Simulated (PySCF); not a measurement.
## Germanium: a sound run and one with changed settings

Sound run: Ge [Ar] 3d10 4s2 4p2, Ge⁺ [Ar] 3d10 4s2 4p1. All numbers are calculated (PySCF 2.14, the spin-free X2C one-electron Hamiltonian (Gaussian nucleus), in x2c-SVPall (5s4p3d, 32 functions)). In the sound run the correlated levels freeze [Ar] 3d10. The sound run starts from symmetry-adapted Hartree-Fock orbitals and uses a fine grid where one is needed.

Changed run: the non-relativistic Hamiltonian (point nucleus). This setting is unsound on purpose.

```tsv
species	method	sound run (hartree)	changed run (hartree)	converged
Ge	UHF	-2096.68569	-2066.48632	yes
Ge	r2SCAN	-2098.33993	-2068.14017	yes
Ge	LDA	-2095.05972	-2064.86287	yes
Ge	MP2	-2096.72653	-2066.52742	yes
Ge	CCSD(T)	-2096.74287	-2066.54439	yes
Ge⁺	UHF	-2096.41326	-2066.20970	yes
Ge⁺	r2SCAN	-2098.04375	-2067.83991	yes
Ge⁺	LDA	-2094.76588	-2064.56496	yes
Ge⁺	MP2	-2096.44531	-2066.24210	yes
Ge⁺	CCSD(T)	-2096.46063	-2066.25827	yes
```

Ionisation energy of Ge:

| method | sound run (eV) | changed run (eV) |
| --- | --- | --- |
| UHF | 7.413 | 7.527 |
| r2SCAN | 8.059 | 8.170 |
| LDA | 7.996 | 8.107 |
| MP2 | 7.652 | 7.764 |
| SCS-MP2 | 7.588 | 7.701 |
| CCSD | 7.671 | 7.777 |
| CCSD(T) | 7.680 | 7.786 |

Most of the change in total energy is the relativistic energy itself. On top of that the contraction fixes the core shape for the Hamiltonian it was made with, so the changed run is not a good calculation with the other Hamiltonian either.

For comparison, NIST gives 7.899 eV between the lowest levels.
